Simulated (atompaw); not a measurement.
# How hard is this lithium PAW (atompaw) potential?

lithium (Li), PAW, made with atompaw 4.2.0.5 (LDA (PW92), scalar-relativistic). Core none, reference 1s2 2s0.5 2p0 (charge +0.5). Waves: 1s (bound): rc 0.50 bohr; 2s (bound): rc 3.00 bohr; 2p (bound, empty): rc 3.00 bohr; 2p channel at 0.75 Ry: rc 3.00 bohr. Local part: bessel scheme, radius 2.20 bohr. Core correction: none. Augmentation charge: besselshape compensation charge, radius 2.80 bohr; PAW radius 3.00 bohr; waves and projectors: modrrkj vanderbiltortho.

The pseudo-atom Hamiltonian at the reference potential is diagonalised in spherical Bessel functions j_l(qr) that vanish at 20 bohr, with q² up to the cutoff. All-electron valence levels (Ry): 1s -4.0420, 2s -0.3909, 2p -0.2471.

Q: How do the lowest levels (Ry) of each channel move with the cutoff, and are there ghosts?

A:

```
cutoff (Ry)     s #1     s #2     s #3     p #1     d #1    d #2    f #1  Σ f·Δε (mRy)
          8  -1.6151  -0.3897  -0.0851  -0.2470  -0.0455  0.0447  0.0274        4854.4
         15  -2.1440  -0.3908  -0.0854  -0.2471  -0.0455  0.0447  0.0274        3796.0
         30  -3.1631  -0.3909  -0.0859  -0.2471  -0.0455  0.0447  0.0274        1757.7
         45  -3.6477  -0.3909  -0.0863  -0.2471  -0.0455  0.0447  0.0274         788.6
         70  -3.9335  -0.3909  -0.0868  -0.2471  -0.0455  0.0447  0.0274         217.0
        100  -4.0160  -0.3909  -0.0870  -0.2471  -0.0455  0.0447  0.0274          51.9
        160  -4.0410  -0.3909  -0.0871  -0.2471  -0.0455  0.0447  0.0274           1.9
        230  -4.0416  -0.3909  -0.0871  -0.2471  -0.0455  0.0447  0.0274           0.7
        400  -4.0420  -0.3909  -0.0871  -0.2471  -0.0455  0.0447  0.0274           0.0
```

Result: no extra level below or beside the all-electron valence levels (s, p, d, f tested); 10 mRy is reached at 140 Ry and 1 mRy at 180 Ry.
